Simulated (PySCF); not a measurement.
# Bond energies at PBE0/def2-TZVPP beside a composite method

PySCF, lowest determinants of a PBE0 search. The composite is CCSD(T) extrapolated to the basis-set limit from two correlation-consistent sets, with core-valence (CV) and scalar-relativistic (SR) terms as its label shows; it has no spin–orbit coupling and nothing beyond (T).

| species | state (unpaired electrons) | De PBE0 (eV) | De composite (eV) | composite | dissociates to |
| --- | --- | --- | --- | --- | --- |
| AlI | singlet (closed shell) | 3.94 | 4.05 | CCSD(T)/CBS(TQ)+CV | Al + I |
| MoH | sextet (σ ↑, π ↑↑, δ ↑↑) | 2.38 | 2.44 | CCSD(T)/CBS(TQ)+CV | Mo (4d5 5s1) + H |
| SeS | triplet (π ↑↑) | 4.11 | 3.95 | CCSD(T)/CBS(TQ) | Se + S |
| Rb2 | singlet (closed shell) | 0.45 | 0.51 | CCSD(T)/CBS(DT) | Rb + Rb |
| SrF | doublet (σ ↑) | 5.44 | 5.51 | CCSD(T)/CBS(DT)+CV | Sr + F |
| CsH | singlet (closed shell) | 1.72 | 1.85 | CCSD(T)/CBS(TQ) | Cs + H |
| NaBr | singlet (closed shell) | 3.71 | 3.78 | CCSD(T)/CBS(DT)+CV | Na + Br |
| SbF | triplet (π ↑↑) | 4.08 | 4.12 | CCSD(T)/CBS(DT) | Sb + F |

**Question.** Does PBE0 bind more or less than the composite, by how much on average, and where is the difference largest?

**Answer.** PBE0/def2-TZVPP binds less on average, method and basis taken together: the mean signed difference is -0.05 eV and the mean absolute one 0.09 eV; it is largest for SeS (+0.16 eV).

The molecules are drawn from runs that passed checks on state, spin purity and fit, so the hardest cases are missing and the errors look smaller than over all diatomics.

Correlated steps freeze the inner cores (4 to 28 orbitals); shallow outer-core shells are correlated. Closed-shell solutions of metal pairs were not tested for spin polarisation, which can lower them a little. Weak bonds: Rb2. Basis-set superposition, not corrected here, can be much of De in a small basis, most of all at correlated wavefunction levels. Functionals without a dispersion term scatter widely for such bonds, and LDA overbinds them. The metal atom is held in its measured ground configuration; semilocal functionals can put another filling of s and d lower by some tenths of an eV, and De to that atom would be smaller. Spin–orbit coupling is left out, which matters for elements this heavy, above all for dissociation energies. Where the molecule has an RHF reference, its open-shell atoms are computed with UHF. The CCSD T1 diagnostic is raised in MoH, a sign that a single reference may not be enough there. States were picked by a PBE0 search and need not be the measured ground states.
